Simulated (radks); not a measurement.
Ionisation of the rhenium ion Re2+, [Xe] 4f14 5d5, to [Xe] 4f14 5d4 as the strength of local exchange is varied. Calculated with a radial shooting solver on a logarithmic mesh with Libxc functionals: scalar-relativistic Kohn-Sham, Slater X-alpha exchange (alpha = 2/3 is LDA exchange), no correlation, spin-polarised, spherical densities, finite nucleus; open shells are filled with parallel spins first (spin-orbit coupling, left out, can overturn this in heavy ions); Fermi nuclear charge, rms radius 5.3698 fm.

alpha  E(Re2+) (hartree)  exchange (hartree)  IE (eV)  -e of the level emptied (eV)  <r> of it (bohr)
0.568        -16624.9177           -265.6685   25.732                   20.223 (5d)             1.836
0.602        -16640.9091           -281.8622   26.331                   20.776 (5d)             1.820
0.624        -16651.2653           -292.3580   26.724                   21.139 (5d)             1.810
0.667        -16671.5269           -312.9119   27.500                   21.859 (5d)             1.790
0.669        -16672.4699           -313.8691   27.537                   21.893 (5d)             1.789
0.681        -16678.1294           -319.6151   27.756                   22.097 (5d)             1.784
0.789        -16729.1569           -371.5121   29.777                   23.983 (5d)             1.738
1.006        -16832.1871           -476.7802   34.093                   28.048 (5d)             1.654

NIST Atomic Spectra Database: 27 +/- 1.6 eV (theoretical). The Delta-SCF value meets it near alpha = 0.64. Open shells are spherical and high-spin; term and fine-structure splittings are not resolved. Spin-orbit splitting is averaged out at the scalar-relativistic level.
